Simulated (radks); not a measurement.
Problem. Species: Cd22+. Configuration: [Ar] 3d8. Calculated with a radial shooting solver on a logarithmic mesh with Libxc functionals: non-relativistic Kohn-Sham, LB94 model potential, spin-polarised, spherical densities, point nucleus; open shells are filled with parallel spins first (spin-orbit coupling, left out, can overturn this in heavy ions); relativity is left out, which matters for an element this heavy. Some entries of the table are withheld. Estimate them.

orbital,occ.,eigenvalue (Ry),<r^2> (bohr^2),r(max) (bohr)
1s down,1,-1949.522,0.001341,0.02099
1s up,1,-1949.510,0.001341,0.02099
2s up,1,-330.4852,0.02193,0.1163
2s down,1,-330.4551,0.02190,0.1162
2p down,3,-312.3887,0.01651,0.09101
2p up,3,-312.3856,0.01652,0.09102
3s up,1,-101.3362,0.1478,0.3304
3s down,1,-100.9586,0.1481,0.3306
3p up,3,-94.01215,0.1410,0.3158
3p down,3,-93.62332,0.1414,0.3160
3d up,5,-80.78445,0.1169,(1)
3d down,3,-80.40654,0.1172,(2)

Solution. 
(1) 3d up r(max) (bohr): 0.2560
(2) 3d down r(max) (bohr): 0.2558
